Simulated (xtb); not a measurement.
ZnF2, SMILES [F][Zn][F]. All values are semi-empirical tight-binding results from xtb (GFN2-xTB unless named), good for trends rather than for accurate numbers. Coordinates come from a GFN2-xTB optimisation. The isomer is the one that the SMILES or the coordinates give; other isomers of the formula were not compared.

For metal compounds this method's bond lengths and energies can be far off.

```
Property                                       Result
-------------------------------------  --------------
point group as xtb finds it                       C2v
orbital gap                                   3.22 eV
zero-point energy                        1.5 kcal/mol
G − E(el) at 298.15 K (modified RRHO)  -15.2 kcal/mol
```
